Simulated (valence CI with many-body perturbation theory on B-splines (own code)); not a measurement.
## Questions on Tl⁵⁷⁺

Computed by valence CI with perturbative core correlation (CI+MBPT): six valence electrons over a frozen Dirac-Fock core [Ar], radial functions for each j: 7 s, 7 p, 8 d, 6 f, 4 g, 1 h, with the one-electron correlation potential Σ1, the two-electron term Σ2, the three-electron term Σ3, Breit, model QED; selected CI, second order for the rest, scaled by the run's own slope (own B-spline code, finite nucleus).

No measured spectrum was set against this ion. As an estimate, large intervals hold to a few tenths of a per cent, small ones and those within an open d or f shell to about a per cent. Core correlation moves these levels by up to 17000 cm⁻¹, and in measured spectra 5 to 20 % of such shifts remained as error; rates that hang on mixing are uncertain with them. Among the levels kept, up to 1100 cm⁻¹ of a level comes from second order outside the variational space, and about a tenth of that is noise between levels of different J, which matters for small intervals. The list stops below the first excitations out of the core. Only levels of the ground parity were solved; by the run's estimate the other parity begins above the list, which can be wrong where configurations are misplaced.

Levels are named by their leading jj configuration (3d3/2^4 stands for four electrons in 3d with j = 3/2), which in mixed levels can hold well under half, so a name can repeat and another be missing.

Rates and lifetimes use the calculated energies. Strong lines usually hold to 10 to 20 %, long lifetimes can be off by a factor of two.

(1) What is the ground level?

(2) How well does LS coupling describe the low levels?

(3) What is the ionisation energy?

(4) Name the longest-lived excited levels whose lifetime is computed, and their main decay.

## Answers

(1) (3d3/2^4 3d5/2^2) J=4, composition 42 % 3d6 3F + 27 % 3d6 5D + 15 % 3d6 1G, g = 1.221.

(2) Among the lowest 20 levels the leading LS term, summed over configurations, holds 51 % on average. For single configurations the figures are 51 % in LS and 98 % in jj coupling. Terms mix most in the J = 2 level at 137.04 eV, where the leading one holds 28 %.

(3) 5823.9 eV; NIST lists 5824 ± 6 eV (theoretical).

(4) (3d3/2^4 3d5/2^2) J=2 at 9.06 eV lives 32.4 s, mostly by E2 to (3d3/2^4 3d5/2^2) J=4; (3d3/2^4 3d5/2^2) J=0 at 30.68 eV lives 112 ms, mostly by E2 to (3d3/2^4 3d5/2^2) J=2; (3d3/2^3 3d5/2^3) J=6 at 109.46 eV lives 4.46 ms, mostly by E2 to (3d3/2^4 3d5/2^2) J=4.
